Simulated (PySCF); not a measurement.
The dipole of `c1ccc(cc1)[SiH2]NC=O` from its density and from atomic charges.

Coordinates (GFN2-xTB, Å) and charges (e) from the PBE0/pcSseg-1 density (PySCF):

| atom | x | y | z | Mulliken | IAO | Hirshfeld | ESP-fitted |
| --- | --- | --- | --- | --- | --- | --- | --- |
| O1 | 4.255 | 0.032 | 0.261 | -0.4373 | -0.4762 | -0.2678 | -0.4989 |
| C2 | 3.588 | 0.465 | -0.646 | +0.4055 | +0.3161 | +0.1366 | +0.4905 |
| N3 | 2.249 | 0.399 | -0.640 | -0.6165 | -0.6104 | -0.1996 | -0.5651 |
| Si4 | 1.529 | -0.370 | 0.774 | +0.8486 | +0.8871 | +0.3736 | +0.4637 |
| C5 | -0.326 | -0.219 | 0.448 | -0.4075 | -0.2907 | -0.0999 | -0.1446 |
| C6 | -1.137 | -1.344 | 0.346 | -0.0689 | -0.1385 | -0.0469 | -0.0747 |
| C7 | -2.498 | -1.230 | 0.124 | -0.0646 | -0.1507 | -0.0467 | -0.1817 |
| C8 | -3.079 | 0.021 | 0.007 | -0.0815 | -0.1433 | -0.0419 | -0.0909 |
| C9 | -2.290 | 1.154 | 0.113 | -0.0610 | -0.1509 | -0.0473 | -0.1802 |
| C10 | -0.930 | 1.031 | 0.331 | -0.0798 | -0.1434 | -0.0483 | -0.0891 |
| H11 | 4.031 | 0.944 | -1.538 | +0.0811 | +0.1085 | +0.0494 | +0.0224 |
| H12 | 1.734 | 0.768 | -1.423 | +0.2021 | +0.2791 | +0.1335 | +0.3110 |
| H13 | 1.919 | 0.397 | 1.954 | -0.0670 | -0.1215 | -0.0731 | -0.0618 |
| H14 | 1.950 | -1.766 | 0.802 | -0.0924 | -0.1222 | -0.0714 | -0.0602 |
| H15 | -0.694 | -2.324 | 0.442 | +0.0802 | +0.1483 | +0.0470 | +0.1133 |
| H16 | -3.108 | -2.119 | 0.043 | +0.0928 | +0.1548 | +0.0520 | +0.1470 |
| H17 | -4.141 | 0.113 | -0.164 | +0.0945 | +0.1555 | +0.0530 | +0.1337 |
| H18 | -2.738 | 2.134 | 0.026 | +0.0926 | +0.1543 | +0.0517 | +0.1463 |
| H19 | -0.323 | 1.922 | 0.413 | +0.0790 | +0.1441 | +0.0463 | +0.1192 |

**Question.** What dipole does each set of charges give (1 e·Å = 4.803 D), and what does the density give?

**Answer.** The full density gives (-3.36, 0.93, -2.17) D, 4.11 D in size; dipole vectors point from the negative to the positive end.

```json
{"scheme": "Mulliken", "μx": "-1.46", "μy": "0.32", "μz": "-0.63", "size (D)": "1.62", "share of the full size (%)": "40", "angle to the full dipole (°)": "9"}
{"scheme": "IAO", "μx": "-2.92", "μy": "0.51", "μz": "-1.46", "size (D)": "3.30", "share of the full size (%)": "80", "angle to the full dipole (°)": "7"}
{"scheme": "Hirshfeld", "μx": "-2.22", "μy": "0.51", "μz": "-1.25", "size (D)": "2.60", "share of the full size (%)": "63", "angle to the full dipole (°)": "4"}
{"scheme": "ESP-fitted", "μx": "-3.35", "μy": "0.93", "μz": "-2.16", "size (D)": "4.09", "share of the full size (%)": "100", "angle to the full dipole (°)": "0"}
```

**Question.** Which set comes closest?

**Answer.** Length of the difference vector: ESP-fitted 0.02 D, IAO 0.94 D, Hirshfeld 1.52 D, Mulliken 2.52 D. Closest: ESP-fitted. The schemes that divide the density aren't constrained to reproduce the dipole.

**Question.** What is left for the Hirshfeld atoms' own dipoles?

**Answer.** The Hirshfeld atoms' densities add up to the full density, so μ = Σ q r + Σ (atomic dipoles). The atomic dipoles sum to (-3.36, 0.93, -2.17) − (-2.22, 0.51, -1.25) = (-1.14, 0.42, -0.92) D, 1.52 D in size.

**Question.** With the origin at the mean of the coordinates, (-0.001, 0.000, 0.088) Å, which are the largest single terms, by size, of the Mulliken dipole along the direction of the full one?

**Answer.** O1 +7.49, Si4 -6.92, C2 -4.76, N3 +4.05, H17 +1.61 D; all 19 atoms together +1.60 D. The single terms depend on the origin, their sum doesn't.

**Question.** Give the size of the full dipole in other units.

**Answer.** 4.11 D = 1.615 au = 0.855 e·Å = 13.70 × 10⁻³⁰ C·m.

Geometry: GFN2-xTB, one conformer, isolated molecule.

Shape of the structure used: `[O:1]=[CH:2][NH:3][SiH2:4][c:5]1[cH:6][cH:7][cH:8][cH:9][cH:10]1`: O1–C2–N3–Si4 0°, C2–N3–Si4–C5 178°, N3–Si4–C5–C6 120°.
